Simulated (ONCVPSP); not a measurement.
How hard is this hafnium (Hf) ONCV potential?

ONCVPSP 4.0.1 input, shortened (lines: element, Z, core and valence counts, functional; n l f; lmax; l rc ep ncon nbas qcut; lloc lpopt rc5 dvloc0; l nproj debl; icmod fcfact rcfact), PBE, scalar-relativistic:

```
  Hf 72.00   11    3        4      upf
    1    0    2.00
    2    0    2.00
    2    1    6.00
    3    0    2.00
    3    1    6.00
    3    2   10.00
    4    0    2.00
    4    1    6.00
    4    2   10.00
    4    3   14.00
    5    0    2.00
    5    1    6.00
    5    2    2.00
    6    0    2.00
    2
    0    2.95    0.00    4    9    2.00
    1    2.00    0.00    3    7    7.80
    2    2.05    0.00    4    8    5.00
    4    5    1.95    2.00
    0    1    2.50
    1    2    2.30
    2    2    2.30
    3    2.75    1.70
```

Q: For each optimised wave give the share of its norm inside rc, the residual kinetic energy above qcut (Ha) and the cutoffs (Ha) for errors of 10, 1, 0.1 and 0.01 mHa per electron.

A:

```csv
wave,norm inside rc,residual KE,10 mHa,1 mHa,0.1 mHa,0.01 mHa
6s,0.385,2.7e-03,1.3,3.8,23.0,27.9
5p,0.909,5.1e-08,7.4,13.5,20.0,23.9
p projector 2,0.093,4.8e-08,6.8,11.5,20.0,24.2
5d,0.433,2.7e-04,8.3,11.0,18.4,50.9
d projector 2,0.131,1.9e-03,10.2,13.4,22.6,51.9
```

The occupied waves need 13 Ha and 23 Ha for 1 and 0.1 mHa. 4 of 4 tests not solved or not reliable.
